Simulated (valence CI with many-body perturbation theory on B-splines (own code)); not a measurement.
# Forbidden lines of Ce XIX

Calculated by configuration interaction combined with many-body perturbation theory (CI+MBPT): four valence electrons over a frozen Dirac-Fock core [Kr], a basis of 9 s, 9 p, 10 d, 8 f, 5 g, 3 h, 1 i functions for each j, with the one-electron correlation potential Σ1, the two-electron term Σ2, the three-electron term Σ3, Breit, model QED; selected CI, second order for the rest (own B-spline code, finite nucleus).

No measured spectrum was set against this ion. As an estimate, terms of the open shell hold to 2 to 4 % of their energy, and close levels can change places. Only levels of the ground parity were solved; by the run's estimate the other parity begins above the list, which can be wrong where configurations are misplaced.

Lines 51 to 100 of 120 in falling wavelength, among levels below 31.544 eV, chosen from the decays that carry over 1 % of a level's rate. Wavelengths and rates use the calculated energies, so an error of 2000 cm⁻¹ moves a line at 2523 Å by 5 % and its rate by three times that or more. S is in atomic units (e²a₀⁴ for E2 and M2, e²a₀⁶ for E3), for M1 in squared Bohr magnetons. Weak lines are less certain than strong ones. Lines between different terms over intervals too small for the method are left out, as are lines whose strength nearly cancels.

Levels are named by their leading jj configuration (3d3/2^4 stands for four electrons in 3d with j = 3/2), which in mixed levels can hold well under half, so a name can repeat and another be missing. Letters in brackets count levels of one name in rising energy.

| λ vac (Å) | Upper | Lower | Type | A (s⁻¹) | S (a.u.) |
| --- | --- | --- | --- | --- | --- |
| 2523 | (4d3/2^2 4d5/2^2) J=2 [d] | (4d3/2^2 4d5/2^2) J=3 [b] | M1 | 2.71e+01 | 8.07e-02 |
| 2483 | (4d3/2^2 4d5/2^2) J=0 [a] | (4d3/2^3 4d5/2) J=1 | M1 | 1.98e+03 | 1.12e+00 |
| 2464 | (4d3/2 4d5/2^3) J=6 | (4d3/2^2 4d5/2^2) J=5 | M1 | 3.75e+02 | 2.70e+00 |
| 2418 | (4d3/2^2 4d5/2^2) J=2 [b] | (4d3/2^2 4d5/2^2) J=2 [a] | M1 | 3.10e+02 | 8.14e-01 |
| 2373 | (4d3/2 4d5/2^3) J=1 [a] | (4d3/2^2 4d5/2^2) J=2 [b] | M1 | 4.63e+02 | 6.88e-01 |
| 2369 | (4d3/2 4d5/2^3) J=3 [b] | (4d3/2^2 4d5/2^2) J=3 [c] | M1 | 3.26e+02 | 1.12e+00 |
| 2281 | (4d5/2^4) J=4 | (4d3/2 4d5/2^3) J=5 | M1 | 2.35e+02 | 9.29e-01 |
| 2255 | (4d3/2 4d5/2^3) J=3 [b] | (4d3/2^2 4d5/2^2) J=2 [c] | M1 | 2.06e+02 | 6.12e-01 |
| 2233 | (4d3/2 4d5/2^3) J=1 [b] | (4d3/2 4d5/2^3) J=1 [a] | M1 | 9.18e+01 | 1.14e-01 |
| 2136 | (4d3/2^2 4d5/2^2) J=1 | (4d3/2^2 4d5/2^2) J=2 [a] | M1 | 1.05e+03 | 1.14e+00 |
| 2136 | (4d3/2 4d5/2^3) J=3 [b] | (4d3/2^2 4d5/2^2) J=4 [b] | M1 | 1.58e+02 | 4.00e-01 |
| 2099 | (4d3/2^2 4d5/2^2) J=2 [f] | (4d3/2^2 4d5/2^2) J=3 [c] | M1 | 9.71e+01 | 1.66e-01 |
| 2073 | (4d3/2 4d5/2^3) J=3 [c] | (4d3/2^2 4d5/2^2) J=2 [d] | M1 | 1.44e+02 | 3.33e-01 |
| 2062 | (4d3/2^2 4d5/2^2) J=4 [b] | (4d3/2^2 4d5/2^2) J=3 [a] | M1 | 1.41e+01 | 4.12e-02 |
| 2014 | (4d3/2 4d5/2^3) J=1 [b] | (4d3/2^2 4d5/2^2) J=2 [d] | M1 | 2.22e+02 | 2.02e-01 |
| 2009 | (4d3/2^2 4d5/2^2) J=2 [f] | (4d3/2^2 4d5/2^2) J=2 [c] | M1 | 2.43e+01 | 3.65e-02 |
| 2000 | (4d3/2^2 4d5/2^2) J=4 [c] | (4d3/2^2 4d5/2^2) J=5 | M1 | 5.47e+01 | 1.46e-01 |
| 1999 | (4d3/2 4d5/2^3) J=5 | (4d3/2^2 4d5/2^2) J=4 [a] | M1 | 5.29e+01 | 1.72e-01 |
| 1990 | (4d3/2^2 4d5/2^2) J=2 [e] | (4d3/2^2 4d5/2^2) J=1 | M1 | 1.14e+02 | 1.67e-01 |
| 1989 | (4d3/2^2 4d5/2^2) J=3 [c] | (4d3/2^3 4d5/2) J=4 | M1 | 4.28e+02 | 8.73e-01 |
| 1986 | (4d5/2^4) J=4 | (4d3/2 4d5/2^3) J=3 [a] | M1 | 7.07e+02 | 1.85e+00 |
| 1963 | (4d3/2^2 4d5/2^2) J=2 [c] | (4d3/2^2 4d5/2^2) J=3 [a] | M1 | 1.46e+01 | 2.04e-02 |
| 1926 | (4d3/2 4d5/2^3) J=0 | (4d3/2^2 4d5/2^2) J=1 | M1 | 1.57e+03 | 4.16e-01 |
| 1889 | (4d3/2 4d5/2^3) J=3 [c] | (4d3/2 4d5/2^3) J=3 [a] | M1 | 2.26e+01 | 3.96e-02 |
| 1883 | (4d3/2^2 4d5/2^2) J=3 [c] | (4d3/2^2 4d5/2^2) J=3 [a] | M1 | 1.70e+01 | 2.95e-02 |
| 1861 | (4d3/2^2 4d5/2^2) J=2 [b] | (4d3/2^3 4d5/2) J=1 | M1 | 5.77e+02 | 6.89e-01 |
| 1836 | (4d3/2 4d5/2^3) J=4 [a] | (4d3/2^3 4d5/2) J=4 | M1 | 1.02e+02 | 2.10e-01 |
| 1820 | (4d3/2^2 4d5/2^2) J=4 [c] | (4d3/2^2 4d5/2^2) J=3 [b] | M1 | 1.81e+02 | 3.63e-01 |
| 1798 | (4d3/2 4d5/2^3) J=1 [a] | (4d3/2^2 4d5/2^2) J=0 [a] | M1 | 8.06e+02 | 5.21e-01 |
| 1795 | (4d3/2^2 4d5/2^2) J=2 [e] | (4d3/2^2 4d5/2^2) J=2 [b] | M1 | 4.11e+01 | 4.40e-02 |
| 1746 | (4d3/2 4d5/2^3) J=4 [a] | (4d3/2^2 4d5/2^2) J=3 [a] | M1 | 2.72e+02 | 4.83e-01 |
| 1721 | (4d3/2^2 4d5/2^2) J=2 [e] | (4d3/2^2 4d5/2^2) J=3 [b] | M1 | 1.84e+02 | 1.74e-01 |
| 1702 | (4d5/2^4) J=4 | (4d3/2 4d5/2^3) J=4 [a] | M1 | 1.33e+03 | 2.19e+00 |
| 1690 | (4d3/2^2 4d5/2^2) J=2 [c] | (4d3/2^2 4d5/2^2) J=2 [a] | M1 | 1.33e+01 | 1.19e-02 |
| 1631 | (4d3/2^2 4d5/2^2) J=3 [c] | (4d3/2^2 4d5/2^2) J=2 [a] | M1 | 2.69e+01 | 3.03e-02 |
| 1630 | (4d3/2 4d5/2^3) J=3 [c] | (4d3/2 4d5/2^3) J=4 [a] | M1 | 1.35e+02 | 1.51e-01 |
| 1609 | (4d3/2^2 4d5/2^2) J=2 [f] | (4d3/2^2 4d5/2^2) J=1 | M1 | 2.75e+02 | 2.13e-01 |
| 1574 | (4d3/2^2 4d5/2^2) J=4 [c] | (4d3/2^2 4d5/2^2) J=4 [a] | M1 | 1.93e+02 | 2.51e-01 |
| 1549 | (4d3/2 4d5/2^3) J=3 [b] | (4d3/2^2 4d5/2^2) J=3 [b] | M1 | 1.78e+02 | 1.71e-01 |
| 1522 | (4d3/2 4d5/2^3) J=3 [a] | (4d3/2^2 4d5/2^2) J=3 [a] | M1 | 2.37e+02 | 2.17e-01 |
| 1480 | (4d5/2^4) J=4 | (4d3/2^2 4d5/2^2) J=4 [b] | M1 | 2.01e+02 | 2.18e-01 |
| 1447 | (4d3/2 4d5/2^3) J=1 [b] | (4d3/2^2 4d5/2^2) J=2 [c] | M1 | 5.09e+01 | 1.71e-02 |
| 1441 | (4d3/2 4d5/2^3) J=5 | (4d3/2^3 4d5/2) J=4 | M1 | 3.04e+01 | 3.71e-02 |
| 1429 | (4d3/2^2 4d5/2^2) J=2 [f] | (4d3/2^2 4d5/2^2) J=3 [b] | M1 | 3.63e+02 | 1.96e-01 |
| 1426 | (4d3/2 4d5/2^3) J=3 [c] | (4d3/2^2 4d5/2^2) J=4 [b] | M1 | 1.35e+01 | 1.01e-02 |
| 1420 | (4d3/2^2 4d5/2^2) J=2 [d] | (4d3/2^2 4d5/2^2) J=3 [a] | M1 | 1.27e+03 | 6.74e-01 |
| 1397 | (4d3/2^2 4d5/2^2) J=2 [c] | (4d3/2^3 4d5/2) J=1 | M1 | 8.76e+01 | 4.43e-02 |
| 1367 | (4d3/2 4d5/2^3) J=3 [b] | (4d3/2^2 4d5/2^2) J=4 [a] | M1 | 1.99e+02 | 1.32e-01 |
| 1353 | (4d3/2 4d5/2^3) J=3 [a] | (4d3/2^2 4d5/2^2) J=2 [a] | M1 | 3.37e+02 | 2.17e-01 |
| 1272 | (4d3/2^2 4d5/2^2) J=2 [d] | (4d3/2^2 4d5/2^2) J=2 [a] | M1 | 5.72e+01 | 2.18e-02 |
